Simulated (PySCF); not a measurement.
**Excitation energy of Cr⁺ by level of theory**

Cr⁺ [Ar] 3d5 (6S) → Cr⁺ [Ar] 3d4 4p1 (high-spin determinant), as a difference of total energies. Calculation: PySCF 2.14, in cc-pwCVTZ; the non-relativistic Hamiltonian (point nucleus). Correlated levels: valence: [Ar] frozen; valence and next inner shell: [Ne] frozen; nothing frozen. The calculations carry no spin-orbit coupling.

```
                                method  excitation energy (cm⁻¹)
                                   UHF                     40590
                                   LDA                     50788
                                   PBE                     48558
                                  PBE0                     47769
                                r2SCAN                     47769
                               r2SCANh                     47589
                                 wB97X                     48694
                             BHandHLYP                     46008
                               wB97X-V                     48237
                         MP2 (valence)                     46783
                     SCS-MP2 (valence)                     42654
    MP2 (valence and next inner shell)                     51054
SCS-MP2 (valence and next inner shell)                     46734
                   MP2 (all electrons)                     51183
               SCS-MP2 (all electrons)                     46812
```

A first-order spin-orbit estimate (lowest level to lowest level, LS coupling) adds -0.060 eV.

The basis was made for the ground configuration and has no added diffuse functions, so the excitation energy can come out too high.

The determinant of the upper state mixes LS terms, which raises its energy above the lowest term, most at the Hartree-Fock and MP2 levels.
